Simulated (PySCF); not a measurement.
SMILES CC[C@@H]1[Se]C[C@H]1C=O, C₆H₁₀OSe

Geometry (Å), atoms numbered from 1 in this order:
```xyz
18

C     2.077    0.849   -0.157
C     1.533   -0.567    0.008
C     0.082   -0.549    0.431
Se   -0.803   -2.339    0.644
C    -2.033   -1.135   -0.341
C    -0.944   -0.099   -0.628
C    -1.372    1.326   -0.438
O    -1.134    2.228   -1.189
H     1.511    1.396   -0.907
H     2.017    1.394    0.783
H     3.117    0.814   -0.468
H     1.632   -1.115   -0.932
H     2.112   -1.101    0.766
H    -0.048   -0.004    1.371
H    -2.808   -0.767    0.332
H    -2.484   -1.593   -1.219
H    -0.530   -0.225   -1.631
H    -1.933    1.493    0.505
```

The calculation used PySCF 2.14.0, TDDFT PBE0/def2-SVPD circular dichroism and optical rotation, one conformer, gas phase. Geometry: GFN2-xTB.

The molecule is flexible and this is one conformer; a measurement averages over conformers. The calculation is non-relativistic, which matters for the atoms heavier than Zn.

(1) Draw the ECD and absorption spectra from the lowest 8 states, each a Gaussian of half-width 0.2 eV at 1/e height.

## Answers

(1) 
| E (eV) | λ (nm) | Δε (L mol⁻¹ cm⁻¹) | ε (L mol⁻¹ cm⁻¹) |
| --- | --- | --- | --- |
| 2.88 | 431 | 0.00 | 0 |
| 2.98 | 416 | 0.00 | 0.148 |
| 3.08 | 403 | -0.02 | 0.854 |
| 3.18 | 390 | -0.05 | 2.98 |
| 3.28 | 378 | -0.12 | 6.31 |
| 3.38 | 367 | -0.15 | 8.1 |
| 3.48 | 357 | -0.11 | 6.42 |
| 3.58 | 347 | +0.02 | 4.16 |
| 3.68 | 337 | +0.47 | 8.42 |
| 3.78 | 328 | +1.88 | 29.6 |
| 3.88 | 320 | +4.43 | 69.4 |
| 3.98 | 312 | +6.34 | 99.3 |
| 4.08 | 304 | +5.50 | 86.1 |
| 4.18 | 297 | +2.89 | 45.3 |
| 4.28 | 290 | +0.92 | 14.5 |
| 4.38 | 283 | +0.18 | 2.91 |
| 4.48 | 277 | +0.04 | 1.38 |
| 4.58 | 271 | +0.09 | 6.29 |
| 4.68 | 265 | +0.30 | 22.6 |
| 4.78 | 260 | +0.66 | 49.4 |
| 4.88 | 254 | +0.88 | 65.8 |
| 4.98 | 249 | +0.72 | 56.4 |
| 5.08 | 244 | +0.42 | 60.3 |
| 5.18 | 239 | +0.53 | 208 |
| 5.28 | 235 | +1.24 | 718 |
| 5.38 | 231 | +0.90 | 1630 |
| 5.48 | 226 | -5.21 | 2560 |
| 5.58 | 222 | -18.49 | 3140 |
| 5.68 | 218 | -27.89 | 3400 |
| 5.78 | 215 | -21.22 | 3600 |
| 5.88 | 211 | -5.35 | 4040 |
| 5.98 | 207 | +3.46 | 4600 |

Δε uses R in velocity form, ε uses f in length form. Only the states computed contribute, so the short-wavelength end is incomplete.
